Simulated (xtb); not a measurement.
VF₅, SMILES [F][V]([F])([F])([F])[F], multiplicity 1. All values are semi-empirical tight-binding results from xtb (GFN2-xTB unless named), good for trends rather than for accurate numbers. Geometry: GFN2-xTB. The multiplicity is an assumed one; other spin states were not compared. The isomer is the one that the SMILES or the coordinates give; other isomers of the formula were not compared.

For metal compounds this method's bond lengths and energies can be far off.

Question: Estimate the properties. (The exact figures need the calculation; the answer reports its results.)

Answer: 
| Property | Value |
|---|---|
| point group as xtb finds it | D3h |
| orbital gap | 3.82 eV |
| zero-point energy | 6.9 kcal/mol |
| G − E(el) at 298.15 K (modified RRHO) | -11.7 kcal/mol |
